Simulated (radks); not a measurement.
Task: The mean radii <r> (bohr) of the occupied orbitals of an atom or ion are listed with their occupations. Method: Dirac Kohn-Sham, PBE, spin-unpolarised, spherical densities, finite nucleus; Fermi nuclear charge, rms radius of each element as measured or else 0.836 A^(1/3) + 0.57 fm; computed with a radial shooting solver on a logarithmic mesh with Libxc functionals.

| orbital | occ. | <r> |
|---|---|---|
| 1s1/2 | 2 | 0.02363 |
| 2s1/2 | 2 | 0.1005 |
| 2p1/2 | 2 | 0.08423 |
| 2p3/2 | 4 | 0.09064 |
| 3s1/2 | 2 | 0.2658 |
| 3p1/2 | 2 | 0.2555 |
| 3p3/2 | 4 | 0.2679 |
| 3d3/2 | 4 | 0.2393 |
| 3d5/2 | 6 | 0.2432 |
| 4s1/2 | 2 | 0.5972 |
| 4p1/2 | 2 | 0.6100 |
| 4p3/2 | 4 | 0.6352 |
| 4d3/2 | 4 | 0.6666 |
| 4d5/2 | 6 | 0.6746 |
| 5s1/2 | 2 | 1.223 |

Name the element and its charge. Open shells, if any, fill j = l - 1/2 first.

Result: Z = 60, neodymium, charge +12: Nd12+ in [Kr] 4d10 5s2. The 1s radius gives Z: for a bare nucleus <r> = (2 gamma + 1)/(2Z) with gamma = sqrt(1 - (Z/c)^2), 0.02332 bohr for Z = 60, and screening makes it slightly larger (0.02363 here). The occupations add up to 48, and the charge is Z minus that.
